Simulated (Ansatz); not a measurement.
Results of the Gaussian-basis code of Ansatz.

Basis-set series for CH₄ClFSn, SMILES `[F][SnH2][CH2]Cl`. Total charge 0; spin multiplicity 1. Sn takes the def2 core potential. Geometry: relaxed with PBE0-D4/def2-TZVP. It is one conformer, not always the lowest.

Z-matrix (Å, degrees):
```
Sn
C 1 2.145
F 1 1.931 2 104.1
H 1 1.700 2 112.5 3 113.7
H 1 1.700 2 112.5 3 -113.7
Cl 2 1.784 1 107.9 3 180.0
H 2 1.088 1 111.5 3 61.3
H 2 1.088 1 111.5 3 -61.4
```

```csv
functional,basis,functions,energy (Eh),HOMO (eV),LUMO (eV)
PBE0-D4,def2-SVP,92,-814.30770,-7.98,-0.34
PBE0-D4,def2-TZVPP,210,-814.65520,-8.12,-0.73
ωB97M-V,def2-SVP,92,-814.46736,-10.14,1.51
ωB97M-V,def2-TZVPP,210,-814.81950,-10.31,0.90
```

(1) Give the rows for def2-QZVPP. (Best estimate.)

Answers

(1) The calculation gave: 
```json
{"functional": "PBE0-D4", "basis": "def2-QZVPP", "functions": "386", "energy (Eh)": "-814.67957", "HOMO (eV)": "-8.15", "LUMO (eV)": "-0.83"}
{"functional": "ωB97M-V", "basis": "def2-QZVPP", "functions": "386", "energy (Eh)": "-814.84310", "HOMO (eV)": "-10.35", "LUMO (eV)": "0.67"}
```

Positive LUMOs are unbound and depend on the basis.
